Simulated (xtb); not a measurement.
C5H6O2, SMILES c1(O)cc(co1)C. All values are semi-empirical tight-binding results from xtb (GFN2-xTB unless named), good for trends rather than for accurate numbers. The structure is a stationary point at GFN2-xTB. The values are those of a single conformer.

Optimised geometry:

Bonds (Å): C1–C2 1.488, C1–H8 1.089, C1–H9 1.087, C1–H10 1.089, C2–C3 1.358, C2–C7 1.427, C3–O4 1.359, C3–H11 1.071, O4–C5 1.337, C5–O6 1.352, C5–C7 1.361, O6–H12 0.963, C7–H13 1.071. Bond angles (°): C2–C1–H8 110.3, C2–C1–H9 110.3, C2–C1–H10 110.3, H8–C1–H9 108.9, H8–C1–H10 107.9, H9–C1–H10 108.9, C1–C2–C3 128.1, C1–C2–C7 126.4, C3–C2–C7 105.6, C2–C3–O4 110.9, C2–C3–H11 132.3, O4–C3–H11 116.8, C3–O4–C5 106.4, O4–C5–O6 116.5, O4–C5–C7 111.5, O6–C5–C7 132.0, C5–O6–H12 109.1, C2–C7–C5 105.6, C2–C7–H13 127.0, C5–C7–H13 127.4.

The point group as xtb finds it is Cs. The orbital gap is 4.70 eV and the dipole moment is 2.44 D. The zero-point energy is 62.3 kcal/mol, the G − E(el) at 298.15 K (modified RRHO) is 43.2 kcal/mol and the static polarisability (D4 model) is 66.1 bohr³. The solvation energy, GFN2-xTB/ALPB(water) comes out as -5.5 kcal/mol. The solvation energy, GFN2-xTB/ALPB(chcl3) is -6.4 kcal/mol.

Computed IR lines (harmonic; lines under 4 % of the strongest left out, lines within 3 cm⁻¹ merged):
ν (cm⁻¹): 305 (vs), 353 (w), 418 (w), 588 (w), 624 (m), 727 (w), 977 (m), 1095 (m), 1166 (vs), 1211 (m), 1317 (m), 1398 (w), 1416 (m), 1586 (vs), 1634 (vs), 3006 (w), 3019 (w), 3051 (w), 3179 (w), 3553 (m) (against the strongest line: vs over 80 %, s over 45 %, m over 15 %, w over 4 %, vw less)

Computed atomic charges and the Wiberg bond orders between heavy atoms:
charges (e) C1 -0.11, C2 -0.01, C3 0.04, O4 -0.19, C5 0.25, O6 -0.38, C7 -0.13, H8 0.05, H9 0.04, H10 0.05, H11 0.05, H12 0.32, H13 0.03. Bond orders C1–C2 1.03, C2–C3 1.61, C3–O4 1.08, O4–C5 1.13, C5–O6 1.06, C2–C7 1.24, C5–C7 1.53.
